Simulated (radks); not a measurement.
The zirconium ion Zr+, 39 electrons, occupied as [Kr] 4d2 5s1.

Method: scalar-relativistic Kohn-Sham, r2SCAN, spin-polarised, spherical densities, finite nucleus; open shells are filled with parallel spins first (spin-orbit coupling, left out, can overturn this in heavy ions); meta-GGA in the generalised Kohn-Sham scheme; Fermi nuclear charge, rms radius 4.2694 fm; computed with a radial shooting solver on a logarithmic mesh with Libxc functionals.

Energy parts (eV):
| part | energy |
|---|---|
| total | -97929.300 |
| kinetic | 100695.160 |
| electron-nucleus | -235531.768 |
| Hartree | 40015.699 |
| exchange-correlation | -3108.391 |

Orbitals (lengths in bohr, moments of r in powers of bohr; r(90%) holds 90 % of the orbital's charge):
1s up: occ. 1; eigenvalue (eV) -17872.65; r(90%) 0.0664; <r> 0.03707; <r^2> 0.001854
1s down: occ. 1; eigenvalue (eV) -17872.65; r(90%) 0.0664; <r> 0.03707; <r^2> 0.001854
2s up: occ. 1; eigenvalue (eV) -2493.681; r(90%) 0.251; <r> 0.1625; <r^2> 0.03113
2s down: occ. 1; eigenvalue (eV) -2493.448; r(90%) 0.251; <r> 0.1625; <r^2> 0.03113
2p up: occ. 3; eigenvalue (eV) -2222.018; r(90%) 0.231; <r> 0.1417; <r^2> 0.02456
2p down: occ. 3; eigenvalue (eV) -2221.851; r(90%) 0.231; <r> 0.1417; <r^2> 0.02455
3s up: occ. 1; eigenvalue (eV) -419.3865; r(90%) 0.676; <r> 0.4573; <r^2> 0.2398
3s down: occ. 1; eigenvalue (eV) -419.2783; r(90%) 0.676; <r> 0.4574; <r^2> 0.2398
3p up: occ. 3; eigenvalue (eV) -329.9685; r(90%) 0.698; <r> 0.4614; <r^2> 0.2481
3p down: occ. 3; eigenvalue (eV) -329.8368; r(90%) 0.698; <r> 0.4614; <r^2> 0.2481
3d up: occ. 5; eigenvalue (eV) -183.7430; r(90%) 0.727; <r> 0.4526; <r^2> 0.2478
3d down: occ. 5; eigenvalue (eV) -183.5210; r(90%) 0.727; <r> 0.4525; <r^2> 0.2476
4s up: occ. 1; eigenvalue (eV) -63.2806; r(90%) 1.78; <r> 1.221; <r^2> 1.690
4s down: occ. 1; eigenvalue (eV) -61.9734; r(90%) 1.77; <r> 1.213; <r^2> 1.669
4p up: occ. 3; eigenvalue (eV) -40.6844; r(90%) 2.05; <r> 1.377; <r^2> 2.176
4p down: occ. 3; eigenvalue (eV) -39.0953; r(90%) 2.02; <r> 1.359; <r^2> 2.115
5s up: occ. 1; eigenvalue (eV) -10.7534; r(90%) 4.87; <r> 3.361; <r^2> 12.70
4d up: occ. 2; eigenvalue (eV) -10.6449; r(90%) 3.44; <r> 2.135; <r^2> 5.521
4d down: occ. 0; eigenvalue (eV) -7.8695; r(90%) 3.37; <r> 2.064; <r^2> 5.250

The highest occupied level is 4d up at -10.645 eV. For comparison, the ionisation energy in NIST's Atomic Spectra Database is 13.130 eV (measured). In exact Kohn-Sham theory the highest level is minus the ionisation energy, but local and semilocal functionals leave it too shallow, through self-interaction and a potential that decays too fast; potentials with the right tail come closer. Spin moment in Bohr magnetons: 3. Summed over all electrons, <r^2> = 44.63 bohr^2, which gives a Langevin (diamagnetic) susceptibility term of -35.3 x 10^-6 cm^3/mol.
